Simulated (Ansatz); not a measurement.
Which isomer of CH6InN gives these data?

These gas-phase data were calculated for one isomer of CH6InN at PBE0-D3(BJ)/def2-SVP (harmonic, unscaled wavenumbers; equilibrium rotational constants with average atomic masses):

| Quantity | Value |
| --- | --- |
| rotational constants | 27.93, 2.558, 2.447 GHz |
| all wavenumbers above 1500 cm⁻¹ | 3541, 3216, 3098, 1769, 1762, 1749, 1729 |
| dipole moment | 5.22 D (PBE0/def2-TZVPD) |

Candidates:

(1) `[CH3][InH][NH2]`, a singlet
(2) `C=[NH+][InH3-]`, a singlet

**Question.** Which candidate do the data belong to?

**Answer.** Candidate (2). 1 mode lies between 3250 and 3800 cm⁻¹, one for each N–H bond, while (1) has 2.

The same quantities for all candidates:

```
     rotational constants (GHz)               wavenumbers above 1500 cm⁻¹  dipole (D)  E above the lowest, PBE0-D3(BJ)/def2-SVP (kcal/mol)
(1)            12.54, 4.71, 3.5  3723, 3611, 3188, 3177, 3068, 1803, 1512        0.56                                                  0.0
(2)         27.93, 2.558, 2.447  3541, 3216, 3098, 1769, 1762, 1749, 1729        5.22                                                 25.9
```

Harmonic stretches to hydrogen usually lie a few per cent above observed fundamentals. Each candidate is one conformer. Atoms past krypton carry core potentials. Programs: Ansatz 0.2.0.
